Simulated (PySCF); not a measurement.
Exact mass, isotope pattern and composition

Species: `[SiH3][O][GaH2]`.

Calculated from tabulated atomic weights, isotope masses and abundances; no fragmentation.

(1) Molar mass and exact mass?

(2) What cluster does the molecular ion M+• show when like nominal masses merge?

(3) What resolving power m/Δm just matches the spacing of the species with one 30Si and with one 71Ga?

(4) Elemental analysis, calculated?

(5) Which m/z would the protonated, sodiated and deprotonated molecule have?

(6) What share of all molecules is the monoisotopic species?

Answers

(1) For GaH5OSi, with standard atomic weights, 1 × 28.085 + 1 × 15.999 + 1 × 69.723 + 5 × 1.008 = 118.847 g/mol. From the most abundant isotopes (28Si, 16O, 69Ga, 1H), 1 × 27.976927 + 1 × 15.994915 + 1 × 68.925574 + 5 × 1.007825 = 117.9365 u.

(2) 
| nominal mass | m/z (centroid) | relative intensity |
| --- | --- | --- |
| 118 | 117.9360 | 100.0 |
| 119 | 118.9357 | 5.2 |
| 120 | 119.9350 | 69.9 |
| 121 | 120.9348 | 3.4 |
| 122 | 121.9324 | 2.4 |

Lines under 0.1 % of the tallest are left out. One electron mass, 0.00055 u, is taken off. Abundances used (%; other tables differ somewhat): 28Si 92.2297, 29Si 4.6832, 30Si 3.0872; 16O 99.757, 17O 0.038, 18O 0.205; 69Ga 60.108, 71Ga 39.892; 1H 99.9885, 2H 0.0115.

(3) They lie 0.00228 u apart at mass 119.93, so m/Δm is about 53000.

(4) Si 23.63 %, O 13.46 %, Ga 58.67 %, H 4.24 %.

(5) [M+H]+ 118.9438, [M+Na]+ 140.9258, [M−H]− 116.9293, for the monoisotopic species (arithmetic only; whether such ions form is another matter).

(6) 0.922297 × 0.99757 × 0.60108 × 0.999885^5 = 55.27 %.
